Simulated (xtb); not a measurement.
H3Cl3HfOSi, singlet, at a GFN2-xTB geometry (such geometries of metal compounds can be far from the true shape), atoms displaced at random by about 0.02 Å a coordinate. Base run: GFN1-xTB run with xtb.

Input for xtb:
```
$ xtb mol.xyz --gfn 1 --opt --json

# file mol.xyz
9

Hf     0.16629648     0.07965118     0.18614646
Cl     1.67187811     1.13080439     1.47099445
Cl    -0.92718391    -1.30764891     1.53615470
Cl    -1.25044185     1.68579017    -0.55058748
O      0.68198181    -0.86331554    -1.38243268
Si    -0.44882020    -1.43549484    -2.42834478
H     -1.72322499    -1.53322267    -1.70537034
H      0.04476402    -2.77421618    -2.78822197
H     -0.52865822    -0.54256307    -3.51785556
```

The base run was repeated with changes; each row names its change, and settings that it needs were set with it.

```csv
change,ΔE vs base (kcal/mol),optimiser steps
base,0.000,16
opt level = extreme,-0.002,21
engine = lbfgs,0.002,-
opt level = loose,0.080,7
engine = inertial,0.106,-
opt level = tight,-0.001,18
alpb = acetonitrile,-11.40,13
alpb = methanol,-9.54,13
opt level = lax,0.040,10
opt level = vtight,-0.002,21
```
